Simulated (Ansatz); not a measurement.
Consider the ligand exchange at the Si–C bond: `ClC[SiH2]CCl` + H₂Se → `ClC[SiH2][SeH]` + `CCl`.

Program: Ansatz. Geometries: PBE0-D4/def2-TZVP. ΔE: electronic, gas phase. CBS: MP2 limit from def2 TZ/QZ plus the TZ coupled-cluster correction, frozen cores. This one scheme is used for every species. Functionals use def2-TZVPP. For Se outer-core shells are correlated without core-valence functions, which leaves a few kJ/mol of doubt a bond. Scalar relativity is left out up to krypton. One conformer a species, not always the lowest.

```json
{"level": "PBE-D4", "ΔE (kJ/mol)": "-70.4", "difference from CCSD(T)/CBS": "0.5"}
{"level": "PBE0-D4", "ΔE (kJ/mol)": "-72.0", "difference from CCSD(T)/CBS": "-1.1"}
{"level": "ωB97M-V", "ΔE (kJ/mol)": "-65.9", "difference from CCSD(T)/CBS": "5.0"}
{"level": "B2PLYP", "ΔE (kJ/mol)": "-71.8", "difference from CCSD(T)/CBS": "-0.9"}
{"level": "r2SCAN", "ΔE (kJ/mol)": "-72.4", "difference from CCSD(T)/CBS": "-1.5"}
{"level": "PBE0", "ΔE (kJ/mol)": "-74.9", "difference from CCSD(T)/CBS": "-4.0"}
{"level": "CCSD/def2-TZVPP", "ΔE (kJ/mol)": "-67.8", "difference from CCSD(T)/CBS": "3.1"}
{"level": "CCSD(T)/def2-TZVPP", "ΔE (kJ/mol)": "-67.0", "difference from CCSD(T)/CBS": "3.9"}
{"level": "SCS-MP2/def2-QZVPP", "ΔE (kJ/mol)": "-72.5", "difference from CCSD(T)/CBS": "-1.6"}
{"level": "CCSD/CBS(def2)", "ΔE (kJ/mol)": "-71.6", "difference from CCSD(T)/CBS": "-0.7"}
{"level": "CCSD(T)/CBS", "ΔE (kJ/mol)": "-70.9", "difference from CCSD(T)/CBS": "0"}
```

Largest T1 diagnostic among the species: 0.010.

The D4 term adds +4.9 kJ/mol with B3LYP and +2.9 kJ/mol with PBE0; it sums over pairs of atoms, weighted by their polarisabilities, and B3LYP, whose exchange is more repulsive, gets the larger term. In def2-TZVPP, CCSD(T) changes the Hartree–Fock value by +10.0 kJ/mol (the triples alone add +0.8 kJ/mol) and MP2 by +5.6 kJ/mol.

CCSD(T)/CBS has its own doubt, a few kJ/mol and more with outer-core shells, so smaller differences from it don't rank the levels.

B3LYP here is the variant with VWN-RPA as its local correlation; programs differ in this.
